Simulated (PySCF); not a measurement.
C₄H₂BrCl, SMILES C#C/C(Br)=C\Cl. Geometry: ωB97X-D3(BJ)/def2-SVP. The structure was generated by enumeration; whether it is a known compound was not checked.

Computed equilibrium geometry at ωB97X-D3(BJ)/def2-SVP (PySCF confirms it by a frequency run) as Cartesian coordinates in Å, and its point group:
point group Cs.
```xyz
8

C      2.6589     0.7466     0.0000
C      1.4834     0.4621     0.0000
C      0.0988     0.1081     0.0000
Br    -0.2904    -1.7419     0.0000
C     -0.9191     0.9805     0.0000
Cl    -0.6771     2.6779     0.0000
H      3.7035     1.0060     0.0000
H     -1.9611     0.6550     0.0000
```
